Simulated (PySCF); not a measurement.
A structure optimised at ωB97X-D3(BJ)/def2-TZVPD, used in a PySCF frequency run:

```xyz
4

Be    -0.0011    -1.4138     0.0000
H      0.0422    -2.7435     0.0000
S     -0.0810     0.4881     0.0000
H      1.2582     0.5898     0.0000
```

Write its SMILES, formula and point group.

[BeH][SH], BeH2S, Cs

What are its rotational constants (standard atomic weights)?

287.53, 15.046, 14.298 GHz
